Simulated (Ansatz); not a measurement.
`[NH2][Al]([Br])[Br]` + H₂ → `[Br][AlH][Br]` + NH₃ at 600 K and 1 bar (hydrogenolysis of the Al–N bond).

Program: Ansatz. Geometries: PBE0-D4/def2-TZVP. ΔE: electronic, gas phase. CCSD(T)/CBS adds triple-zeta CCSD(T) − MP2 to the extrapolated MP2 energy (def2 sets, frozen cores). This one scheme is used for every species. For Br outer-core shells are correlated without core-valence functions, which leaves a few kJ/mol of doubt a bond. Scalar relativity is left out up to krypton. One conformer a species, not always the lowest.

```
              species  CCSD(T)/CBS energy (Eh)  H − E (kJ/mol)  S (J/(mol·K))
`[NH2][Al]([Br])[Br]`              -5444.74521           122.8          414.1
                   H₂                 -1.17544            43.9          150.8
      `[Br][AlH][Br]`              -5389.38299            59.3          359.9
                  NH₃                -56.50880           112.4          219.5
```

H − E and S are ideal-gas, rigid-rotor, harmonic terms from PBE0-D4/def2-TZVP, for one conformer and one mirror image of each species. The MP2-based limit puts H₂ 0.8 mEh under its directly extrapolated value; such offsets cancel only in part. 1 Eh = 2625.50 kJ/mol, R = 8.31446 J/(mol·K).

Question: By hand: ΔE, ΔH, ΔS and ΔG.

Answer: ΔE = (-5389.38299) + (-56.50880) − (-5444.74521) − (-1.17544) = 0.02886 Eh = 75.8 kJ/mol. Δ(H − E) = 59.3 + 112.4 − 122.8 − 43.9 = 5.0, so ΔH = 80.8 kJ/mol. ΔS = 359.9 + 219.5 − 414.1 − 150.8 = 14.5 J/(mol·K). ΔG = 80.8 − 600 × (14.5)/1000 = 72.1 kJ/mol.

Question: By hand: the equilibrium constant, and the temperature at which ΔG would vanish if ΔH and ΔS stayed fixed.

Answer: log₁₀ K = −ΔG/(RT ln 10) = -6.3. ΔG = 0 at ΔH/ΔS = 5572 K, far beyond where these terms or the molecules hold.

The number of gas molecules stays the same, so ΔS is small and ΔH decides. A doubt of 5 kJ/mol in ΔE shifts log₁₀ K by 0.4 here. Other conformers and mirror images would add mixing entropy, several J/(mol·K) or more a flexible species. These are equilibria of isolated gas molecules and say nothing of rates. Largest T1 diagnostic: 0.007 (customary marks: 0.02 for closed shells, 0.045 for open ones).
